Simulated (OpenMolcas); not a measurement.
Mo3+ among 6 point charges of -1 e arranged as a tetragonal octahedron (D4h), 2.03 Å from the ion, with the axial distance 2.395 Å.

- Program: OpenMolcas 26.06
- Method: SS-CASPT2, IPEA 0.25 Eh, imaginary shift 0.1 Eh (closed shells correlated: 4s 4p)
- Basis: ANO-RCC-VTZP [7s6p4d2f1g]
- Scalar Hamiltonian: DKH2, point nucleus
- Active space: 3 electrons in 5 orbitals (4d)
- State averaging: 2S+1 = 4 even, 10 roots; 2S+1 = 2 even, 40 roots
- Spin-orbit coupling: RASSI with atomic mean-field integrals over the reference wave functions

Question: What is the spin-free ground state (labels of D4, the rotations of D4h)?

Answer: 4B1, 1-fold in its orbital part, 100 % from free-ion F terms; it has the highest spin that d3 allows.

Question: Where is the first state of the same spin?

Answer: 4E at 3750 cm-1 above the ground state.

Question: What are the lowest two levels with spin-orbit coupling?

Answer: A 2-fold level E3/2 with g = 1.61, 2.95, 2.95, then a 2-fold level E1/2 63 cm-1 above it. Their leading multiplicities are 4 (99 %) and 4 (99 %).

Question: What is χT at 300 K, and how does it compare with the textbook value?

Answer: The lowest level has 2S+1 = 4, for which the spin-only value is χT = S(S+1) / 2 = 1.875 cm3 K/mol (g = 2). The computed 1.197 at 300 K differs by -0.678, through orbital momentum, spin-orbit coupling and any other state in reach.

Free-ion shares, where given, are those of the reference states; single-state CASPT2 does not remix them. Point charges carry no covalency, so the field is a model and not that of real ligands. No measured value stands beside these numbers.
